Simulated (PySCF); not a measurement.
Carbon: a sound run and one with changed settings

Sound run: C²⁺ [He] 2s2, C³⁺ [He] 2s1. Calculation: PySCF 2.14, in x2c-TZVPall; the spin-free X2C one-electron Hamiltonian (Gaussian nucleus). In the sound run the correlated levels freeze 1s2. The sound run starts from symmetry-adapted Hartree-Fock orbitals and uses a fine grid where one is needed.

Changed run: basis STO-3G, all-electron and non-relativistic. This setting is unsound on purpose.

| species | method | sound run (hartree) | changed run (hartree) | converged |
| --- | --- | --- | --- | --- |
| C²⁺ | UHF | -36.42257 | -35.97831 | yes |
| C²⁺ | BP86 | -36.52126 | -36.06368 | yes |
| C²⁺ | TPSS | -36.54027 | -36.08938 | yes |
| C²⁺ | MP2 | -36.46506 | -36.01050 | yes |
| C²⁺ | CCSD(T) | -36.49519 | -36.04086 | yes |
| C³⁺ | UHF | -34.73962 | -34.28507 | yes |
| C³⁺ | BP86 | -34.78713 | -34.32076 | yes |
| C³⁺ | TPSS | -34.80745 | -34.34750 | yes |

Ionisation energy of C²⁺:

| method | sound run (eV) | changed run (eV) |
| --- | --- | --- |
| UHF | 45.795 | 46.075 |
| BP86 | 47.188 | 47.427 |
| TPSS | 47.152 | 47.399 |
| MP2 | 46.952 | 46.951 |
| SCS-MP2 | 47.183 | 47.127 |
| CCSD | 47.771 | 47.778 |
| CCSD(T) | 47.771 | 47.778 |
| CCSDT | 47.771 | 47.778 |
| FCI | 47.771 | 47.778 |

A minimal basis cannot let orbitals breathe on ionisation and holds almost no correlation. The Hamiltonian changed with the basis, so the totals do not compare.

For comparison, NIST gives 47.888 eV between the lowest levels.
